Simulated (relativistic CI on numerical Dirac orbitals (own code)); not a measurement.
**Ti2+ (3d2) in a crystal field**

Calculated by Dirac-Coulomb-Breit CI, orbitals from a KLI potential per configuration, model QED (radiative potential, 1s self-energy scaled to tabulated hydrogen-like ionisation energies), valence Slater integrals scaled by 0.65, one configuration in a parametric crystal field (own radial code).

Field parameters in Wybourne normalisation: Td as Oh with Dq negative (B⁴₀ = 21Dq, B⁴₄ = √(5/14) B⁴₀). The field is a parameter set, without covalency.

S is read from ⟨S²⟩ = S(S + 1).

Site symmetry Td; labels are those of the double group. Computed levels in cm⁻¹ above the lowest, in rising order:

| Δ (size of 10Dq) | Lowest | No. 2 | No. 3 | No. 4 | No. 5 | No. 6 | No. 7 | No. 8 |
| --- | --- | --- | --- | --- | --- | --- | --- | --- |
| 1450 | T2 | 1416 A2 | 1443 T2 | 1460 E | 1484 T1 | 2515 T2 | 2532 E | 2668 T1 |
| 2600 | T2 | 2559 A2 | 2584 T2 | 2615 E | 2631 T1 | 4470 T2 | 4476 E | 4619 T1 |
| 3750 | T2 | 3706 A2 | 3731 T2 | 3767 E | 3779 T1 | 6354 T2 | 6354 E | 6497 T1 |
| 4900 | T2 | 4855 A2 | 4879 T2 | 4917 E | 4929 T1 | 8124 E | 8153 T2 | 8286 T1 |
| 6050 | T2 | 6004 A2 | 6028 T2 | 6065 E | 6078 T1 | 8559 E | 9859 T2 | 9872 E |
| 7200 | T2 | 7153 A2 | 7177 T2 | 7210 E | 7228 T1 | 8615 E | 11474 T2 | 11481 E |
| 8400 | T2 | 8353 A2 | 8358 E | 8376 T2 | 8428 T1 | 8703 E | 13070 T2 | 13074 E |
| 9550 | T2 | 8644 E | 9502 A2 | 9526 T2 | 9577 T1 | 9593 E | 14526 T2 | 14529 E |
| 10700 | T2 | 8676 E | 10652 A2 | 10676 T2 | 10727 T1 | 10732 E | 15311 A1 | 15924 T2 |
| 11850 | T2 | 8696 E | 11802 A2 | 11825 T2 | 11877 T1 | 11879 E | 15501 A1 | 17275 T2 |
| 13000 | T2 | 8711 E | 12951 A2 | 12975 T2 | 13027 T1 | 13028 E | 15657 A1 | 18589 T2 |
| 14150 | T2 | 8724 E | 14101 A2 | 14125 T2 | 14177 T1 | 14177 E | 15792 A1 | 19875 T2 |

Ground-state S against |10Dq| in cm⁻¹: 1450: 1.00, 2600: 1.00, 3750: 1.00, 4900: 1.00, 6050: 1.00, 7200: 1.00, 8400: 1.00, 9550: 1.00, 10700: 1.00, 11850: 1.00, 13000: 1.00, 14150: 1.00.

No abrupt spin change occurs in this range.
